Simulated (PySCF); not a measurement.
CH3O3Re (SMILES [CH3][Re](=[O])(=[O])=[O]), singlet, geometry from GFN2-xTB (such geometries of metal compounds can be far from the true shape) (core potentials on Re). Base run: TPSS/def2-SV(P) run with PySCF.

Here is a job for PySCF.
```python
from pyscf import gto, scf, dft

mol = gto.Mole()
mol.atom = '''
    Re    0.06874118   -0.12694771   -0.06206747
    O     1.20409994    0.71141375   -0.92250863
    O     0.49430691   -0.80148520    1.38573825
    O    -1.28320559   -0.67670116   -0.83812129
    C    -0.89001532    1.64363512    0.80360865
    H    -0.15488768    2.19502798    1.39106321
    H    -1.71349648    1.32519993    1.44394246
    H    -1.26872215    2.27322082   -0.00246365
'''
mol.basis = 'def2-sv(p)'
mol.ecp = {'Re': 'def2-sv(p)'}
mol.verbose = 4
mol.build()

mf = dft.RKS(mol)
mf.xc = 'tpss'
mf.kernel()
mf.analyze()
```

Each row names what was changed in the base input (with any setting that the change needs).

```
change                                      E (Eh)   HOMO (eV)  HOMO-LUMO gap (eV)  dipole (D)  core-seconds (rough)                outcome
--------------------------------------  ----------  ----------  ------------------  ----------  --------------------  ---------------------
base                                    -343.75552       -8.25                4.63        1.55                    10              converged
functional = pw91,pw91                  -343.72377       -8.20                4.45        1.59                     7              converged
functional = b3lyp5                     -343.52852       -9.47                6.51        1.65                     7              converged
functional = mn12l                      -342.87708       -9.09                5.62        1.58                    10              converged
functional = b3lyp                      -343.70650       -9.57                6.51        1.65                     6              converged
functional = bhandhlyp                  -343.33861      -11.54                9.67        1.76                     6              converged
functional = m062x                      (withheld)  (withheld)          (withheld)  (withheld)                    10              converged
functional = b97m_v                              -           -                   -           -                     -  cut at the time limit
functional = camb3lyp                   (withheld)  (withheld)          (withheld)  (withheld)                    20              converged
functional = wb97x                      -343.59728      -12.37               11.73        1.57                    20              converged
functional = blyp; dispersion = d3zero  -343.66799       -7.97                4.46        1.58                     7              converged
functional = tpssh                      (withheld)  (withheld)          (withheld)        1.58                    10              converged
functional = scan                       -343.64490       -8.58                4.85        1.62                    10              converged
```

Q: Some entries are withheld; supply them.

A: 
- functional = m062x, E (Eh): -343.39800
- functional = m062x, HOMO (eV): -11.48
- functional = m062x, HOMO-LUMO gap (eV): 9.69
- functional = m062x, dipole (D): 1.68
- functional = camb3lyp, E (Eh): -343.51505
- functional = camb3lyp, HOMO (eV): -11.33
- functional = camb3lyp, HOMO-LUMO gap (eV): 9.66
- functional = camb3lyp, dipole (D): 1.64
- functional = tpssh, E (Eh): -343.68511
- functional = tpssh, HOMO (eV): -8.95
- functional = tpssh, HOMO-LUMO gap (eV): 5.63

Totals shift with the method and basis; they matter in differences.
